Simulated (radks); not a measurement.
Spherical jellium clusters: N electrons in a uniform positive sphere of charge N and radius rs N^(1/3), rs = 2.49 bohr. Calculated with a radial shooting solver with Libxc functionals: non-relativistic Kohn-Sham, LDA (Slater exchange, Perdew-Wang correlation), spin-polarised, spherical densities. Levels are named by radial order and angular momentum (1s, 1p, 1d, 2s, ...), and open shells are averaged over m. Each electron was tried in the lowest free levels, single moves between levels near the top were tried too, and the lowest total energy was kept; such a search can miss a lower state. Energies include the self-energy of the background; IP and EA are vertical (highest electron removed, lowest free level filled), at fixed background; spill-out counts the electrons outside the background radius R, and alpha is the static dipole polarisability from linear response (closed shells only). A dash means not computed or, for alpha, an open shell; in EA it means that no bound solution was reached, which is typical of self-interaction and does not show that the anion is unstable. Real open-shell clusters deform, which this model forbids.

N	open shells	2S	E/N (eV)	E(N+1) + E(N-1) - 2E(N) (eV)	IP (eV)	EA (eV)	-e(HOMO) (eV)	alpha/R^3
1	1s(up 1, down 0)	1	-0.392	-	-	-	3.943	-
2	none	0	-1.179	2.275	7.473	-	4.564	2.200
3	1p(up 1, down 0)	1	-0.682	-0.970	4.593	-	2.388	-
4	1p(up 2, down 0)	2	-0.676	-0.873	5.654	-	3.303	-
5	1p(up 3, down 0)	3	-0.847	0.337	6.316	-	3.942	-
6	1p(up 3, down 1)	2	-0.905	-0.718	5.745	-	3.600	-
7	1p(up 3, down 2)	1	-1.049	-0.550	6.330	2.135	4.155	-
8	none	0	-1.226	2.673	6.733	-	4.566	1.792
9	1d(up 1, down 0)	1	-1.066	-0.458	3.923	-	2.075	-
10	1d(up 2, down 0)	2	-0.984	-0.432	4.442	-	2.577	-
11	1d(up 3, down 0)	3	-0.956	-0.394	4.857	-	2.988	-
12	1d(up 4, down 0)	4	-0.966	-0.354	5.198	-	3.333	-
13	1d(up 5, down 0)	5	-1.001	0.360	5.483	-	3.628	-
14	1d(up 5, down 0) 2s(up 1, down 0)	6	-1.006	-0.092	5.049	-	3.350	-
15	1d(up 5, down 2)	3	-1.016	-0.451	5.235	1.801	3.478	-
16	1d(up 5, down 3)	2	-1.053	-0.281	5.503	2.075	3.751	-
17	1d(up 5, down 4)	1	-1.103	-0.251	5.730	2.315	3.987	-
18	none	0	-1.160	0.247	5.926	2.165	4.195	1.603
19	2s(up 1, down 0)	1	-1.199	0.216	5.624	2.077	3.959	-
20	none	0	-1.223	1.590	5.438	-	3.828	1.661
21	1f(up 1, down 0)	1	-1.169	-0.251	3.903	-	2.328	-
22	1f(up 2, down 0)	2	-1.131	-0.236	4.145	-	2.576	-
23	1f(up 3, down 0)	3	-1.107	-0.222	4.361	-	2.798	-
24	1f(up 4, down 0)	4	-1.094	-0.208	4.555	-	2.998	-
25	1f(up 5, down 0)	5	-1.091	-0.195	4.731	1.681	3.181	-
26	1f(up 6, down 0)	6	-1.095	-0.182	4.891	1.853	3.348	-
27	1f(up 7, down 0)	7	-1.106	0.465	5.036	-	3.502	-
28	1f(up 7, down 1)	6	-1.099	-0.195	4.534	1.597	3.044	-
29	1f(up 7, down 2)	5	-1.099	-0.181	4.707	1.779	3.222	-
30	1f(up 7, down 3)	4	-1.106	-0.169	4.864	1.946	3.386	-
31	1f(up 7, down 4)	3	-1.117	-0.158	5.008	2.101	3.536	-
32	1f(up 7, down 5)	2	-1.133	-0.148	5.139	2.245	3.674	-
33	1f(up 7, down 6)	1	-1.152	-0.139	5.260	2.378	3.802	-
34	none	0	-1.175	0.533	5.372	1.931	3.921	1.469
35	2p(up 1, down 0)	1	-1.181	-0.078	4.812	2.085	3.427	-
36	2p(up 2, down 0)	2	-1.188	-0.068	4.936	2.221	3.557	-
37	2p(up 3, down 0)	3	-1.197	0.284	5.044	2.023	3.673	-
38	2p(up 3, down 1)	2	-1.198	-0.075	4.796	2.175	3.465	-
39	2p(up 3, down 2)	1	-1.201	-	4.922	2.311	3.597	-

All shells are closed at N = 2, 8, 18, 20, 34 (there: 1s2 1p6 1d10 2s2 1f14); the second difference of the energy has clear peaks (12 % above both neighbours; the first and last values, which can be the largest, are not judged, and half-filled shells can peak too) at N = 5, 8, 13, 18, 20, 27, 34, 37.
